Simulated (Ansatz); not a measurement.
This geometry of C2H3BOS (8 atoms, charge 0, multiplicity 1) is a first-order saddle point.

All numbers below come from RKS PBE0-D4/def2-SVP (Ansatz 0.2.0).

```xyz
8
Properties=species:S:1:pos:R:3
C -0.035 1.630 1.595
C 0.563 0.750 1.011
S 1.464 -0.453 0.233
B 0.257 -1.205 -0.908
O -1.044 -0.855 -0.933
H -0.563 2.405 2.120
H 0.744 -2.083 -1.587
H -1.385 -0.188 -1.530
```

Q: Which two structures does it join? (They come from a converged band through this point; their orientation in space is the band's.)

A: No bond is made or broken. The dihedral S3–B4–O5–H8 goes from 0 to 180°.

Image 0:

```xyz
8
Properties=species:S:1:pos:R:3
C -0.163 1.543 1.372
C 0.542 0.668 0.907
S 1.494 -0.559 0.235
B 0.283 -1.204 -0.992
O -0.941 -0.692 -1.133
H -0.764 2.323 1.803
H 0.662 -2.125 -1.668
H -1.112 0.046 -0.524
```

Image 6:

```xyz
8
Properties=species:S:1:pos:R:3
C 0.038 1.723 1.646
C 0.590 0.811 1.066
S 1.437 -0.446 0.312
B 0.242 -1.084 -0.899
O -0.983 -0.549 -1.020
H -0.457 2.529 2.154
H 0.650 -2.008 -1.563
H -1.518 -0.976 -1.696
```

Q: How far does it lie above each of them?

A: 0.59 eV above the first and 0.43 eV above the second. This is the barrier of this one path; another mechanism may lie lower.

Time of the run: 2.3 min on 1 thread of Arm Neoverse V2, on a shared host, peak memory 0.17 GiB.
